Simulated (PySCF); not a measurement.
Ge(Cl)(Br)2(OH), HBr2ClGeO, SMILES [OH][Ge]([Cl])([Br])[Br] at its PBE0/def2-SVP optimised geometry (Å):

```
6

O      1.0589    -1.0045     0.0000
Ge    -0.6936    -1.0045     0.0000
Cl    -1.4346     1.0045     0.0000
Br    -1.3229    -2.0768    -1.8969
Br    -1.5127    -2.0576     1.8573
H      1.4346    -0.6040     0.7948
```

Computed with PBE0/def2-TZVP in PySCF. Cells within 0.4 Å of a nucleus heavier than hydrogen are left out (blank, or x).

Map of the log10 of the electron density (e/bohr³), floored at −4 on the plane z = 0.0 Å:

```
|000000000000000000000000000|
|000000111110000000000000000|
|000011222221100000000000000|
|001122333332211000000000000|
|012233444443321100000000000|
|112345555554432100000000000|
|123456667665433210000000000|
|123456777776543210000000000|
|2345677xx876543211000000000|
|2345678xxx77654321110000000|
|2345678xx877654322221100000|
|234567788776554333332110000|
|223456777776554444443221000|
|123455667766655556554321000|
|122345566777666677765432100|
|012344566899867788876532100|
|0123345679xx9778xxx76542100|
|012334567xxx9778xxx86542100|
|0123345679xx87778x876532100|
|112334556788766777765432100|
|112334556666655666655432000|
|112334455555544555544321000|
|012233444544443444433210000|
|012233344444333333222100000|
|011223333333322222111000000|
|001122233332221110000000000|
|000112222222111000000000000|
```
Scale: ten equal steps from -4.00 (start of '0') to 0.313 (end of '9'), in the order '0123456789'; x runs from -3.50 to 3.50, y from -3.50 (bottom) to 3.50 (top).
